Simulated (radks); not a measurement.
The numbers below are computed, except where a source is named.
Effect of the nuclear size on neutral krypton, [Kr]. Level of theory: Dirac Kohn-Sham, PBE, spin-unpolarised, spherical densities, finite nucleus; Fermi nuclear charge, rms radius 4.1884 fm (a radial shooting solver on a logarithmic mesh with Libxc functionals). The rms radius is varied about that value; shifts are against it.

rms radius (fm) = 3.6104: total energy shift (eV) -0.161; density at nucleus (e/bohr^3) 5e+04; 1s1/2 shift (meV) -68.5; 2s1/2 shift (meV) -6.95; 3s1/2 shift (meV) -1.11; 3p1/2 shift (meV) 0.099; 4s1/2 shift (meV) -0.124
rms radius (fm) = 3.9036: total energy shift (eV) -0.0823; density at nucleus (e/bohr^3) 4.969e+04; 1s1/2 shift (meV) -34.9; 2s1/2 shift (meV) -3.54; 3s1/2 shift (meV) -0.564; 3p1/2 shift (meV) 0.051; 4s1/2 shift (meV) -0.063
rms radius (fm) = 4.1884: total energy shift (eV) 0; density at nucleus (e/bohr^3) 4.941e+04; 1s1/2 shift (meV) 0.000; 2s1/2 shift (meV) 0.000; 3s1/2 shift (meV) 0.000; 3p1/2 shift (meV) 0.000; 4s1/2 shift (meV) 0.000
rms radius (fm) = 4.3643: total energy shift (eV) 0.0535; density at nucleus (e/bohr^3) 4.925e+04; 1s1/2 shift (meV) 22.7; 2s1/2 shift (meV) 2.30; 3s1/2 shift (meV) 0.367; 3p1/2 shift (meV) -0.033; 4s1/2 shift (meV) 0.041
rms radius (fm) = 4.6156: total energy shift (eV) 0.133; density at nucleus (e/bohr^3) 4.903e+04; 1s1/2 shift (meV) 56.6; 2s1/2 shift (meV) 5.74; 3s1/2 shift (meV) 0.915; 3p1/2 shift (meV) -0.082; 4s1/2 shift (meV) 0.102

Slopes of the eigenvalues against <r^2> in GHz/fm^2, as finite differences over the two radii next to the reference (eigenvalue slopes, not the field-shift constants of lines): 1s1/2 3660, 2s1/2 371, 3s1/2 59.1, 3p1/2 -5.31, 4s1/2 6.61.
